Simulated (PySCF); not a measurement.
GaCl2, SMILES [Cl][Ga+][Cl], charge +1.

Geometry optimised at PBE0-D3(BJ)/def2-TZVP. The spin state was assumed, not searched. The isomer is the one that the SMILES or the coordinates give; other isomers of the formula were not compared.

Vertical ionisation energy (IE) and electron affinity (EA) in eV. Rows of orbital energies are one-electron estimates. Where ΔSCF, EOM or ADC give a negative EA the extra electron is unbound and the value depends on the basis.

```
level                                            IE    EA
--------------------------------------------  -----  ----
−ε(HOMO), −ε(LUMO), B3LYP/def2-TZVPD (PySCF)      ?     ?
ADC(2)/aug-cc-pVDZ (PySCF)                    17.89  6.60
```

What belongs in the gaps? (Estimate from the structure and the level; the computed values follow.)


- −ε(HOMO), −ε(LUMO), B3LYP/def2-TZVPD (PySCF), IE: 15.52
- −ε(HOMO), −ε(LUMO), B3LYP/def2-TZVPD (PySCF), EA: 9.27

Beyond the first one, list the lowest photoelectron lines from ADC(2)/aug-cc-pVDZ in PySCF 2.14.0 with their pole strengths (two spins summed). (An estimate is asked for; the answer gives what the named calculation found.)

18.47 eV (1.79), 18.47 eV (1.79), 19.91 eV (1.81), 21.77 eV (1.80).
